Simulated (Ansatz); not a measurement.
Cartesian coordinates in Å:
```
C 0.9384 0.9099 1.5662
Si -0.1628 -0.4956 1.0015
O 0.5320 -1.9798 1.2708
Al -0.6340 -0.4282 -1.4272
O -0.8518 0.9752 -2.4309
Al -1.1042 -0.1460 -3.7302
H 1.1152 0.8620 2.6448
H 1.9054 0.8890 1.0591
H 0.4607 1.8691 1.3467
H -1.4452 -0.3922 1.7713
H 0.6610 -2.2487 2.1819
H -1.4146 0.1853 -5.2540
```

Total charge 0; spin multiplicity 1.

**Question.** List the CAM-B3LYP/def2-TZVPP orbital energies in eV (Ansatz 0.2.0). (An estimate is asked.)

**Answer.** Ansatz gave: Occupied: -1801.20, -1526.38, -1526.32, -522.51, -521.27, -278.41, -145.69, -114.39, -114.33, -101.05, -101.01, -100.99, -75.10, -75.05, -74.97, -74.93, -74.91, -74.85, -29.55, -27.04, -21.36, -17.11, -14.43, -13.24, -13.05, -12.75, -12.41, -11.85, -11.63, -10.77, -10.49, -9.95, -9.31, -6.61. Lowest empty: -0.69, -0.32, 0.24, 0.73, 1.56, 2.13, 2.82, 3.09.
